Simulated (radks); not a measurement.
All-electron atom: Ba4+ in [Kr] 4d10 5s2 5p4.

Calculated with a radial shooting solver on a logarithmic mesh with Libxc functionals: Dirac Kohn-Sham, PBE, spin-unpolarised, spherical densities, point nucleus; open shells are shared between the two j in proportion to 2j + 1.

Energy parts (Ry):
total: -16271.3096
kinetic: 17371.4818
electron-nucleus: -39422.1499
Hartree: 6173.3235
exchange-correlation: -393.9650

Orbitals (lengths in bohr, moments of r in powers of bohr; r(max) is where P^2 peaks):
| orbital | occ. | eigenvalue (Ry) | r(max) |
|---|---|---|---|
| 1s1/2 | 2 | -2739.347 | 0.01642 |
| 2s1/2 | 2 | -435.3127 | 0.09302 |
| 2p1/2 | 2 | -410.2084 | 0.07107 |
| 2p3/2 | 4 | -382.1495 | 0.07614 |
| 3s1/2 | 2 | -94.22076 | 0.2665 |
| 3p1/2 | 2 | -83.68887 | 0.2531 |
| 3p3/2 | 4 | -78.26437 | 0.2642 |
| 3d3/2 | 4 | -59.79685 | 0.2133 |
| 3d5/2 | 6 | -58.64052 | 0.2164 |
| 4s1/2 | 2 | -20.82872 | 0.6252 |
| 4p1/2 | 2 | -16.99811 | 0.6372 |
| 4p3/2 | 4 | -15.86502 | 0.6613 |
| 4d3/2 | 4 | -9.60489 | 0.6902 |
| 4d5/2 | 6 | -9.41142 | 0.6982 |
| 5s1/2 | 2 | -5.15999 | 1.447 |
| 5p1/2 | 1.33333 | -4.09200 | 1.575 |
| 5p3/2 | 2.66667 | -3.90912 | 1.633 |

The highest occupied level is 5p3/2 at -53.186 eV. The density falls to 0.001 e/bohr^3 at r = 3.39 bohr.
